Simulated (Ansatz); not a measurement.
Molecule: sum formula H$_{7}$SiN$_{3}$O (charge 0, singlet). 
Coordinates optimised at B3LYP-D3(BJ)/def2-TZVP (Ansatz, an electronic-structure program):
```xyz
12

Si     0.0009     0.0009     0.0145
O     -0.3708    -1.1735     1.1206
N     -1.1972     1.0941    -0.5258
N      1.1161     0.9444     0.9017
N      0.4259    -0.8496    -1.4234
H     -0.8788    -1.9139     0.7815
H     -1.5326     1.8212     0.0845
H     -1.8876     0.8209    -1.2055
H      1.5448     1.7667     0.5127
H      1.6677     0.5327     1.6355
H      1.0492    -1.6401    -1.3682
H      0.5791    -0.3349    -2.2767
```

Basis-set convergence of Hartree-Fock and CCSD correlation energies (hartree) with Ansatz. Valence correlation only, unless marked. Spin-orbit coupling is left out. Non-relativistic.

```tsv
basis	functions	E(HF)	E(corr, CCSD)
aug-cc-pV(D+d)Z	187	-531.43194	-0.88972
aug-cc-pV(T+d)Z	400	-531.51710	-1.05607
aug-cc-pV(Q+d)Z	731	-531.53612	-1.10975
```

Extrapolating the two largest sets (X = 3 and 4) as X^-3: E(corr) = (64·(-1.10975) - 27·(-1.05607))/37 = -1.1489 Eh, an estimate of the basis-set limit. The largest set recovers 96.6 % of it, the smallest 77.4 %.
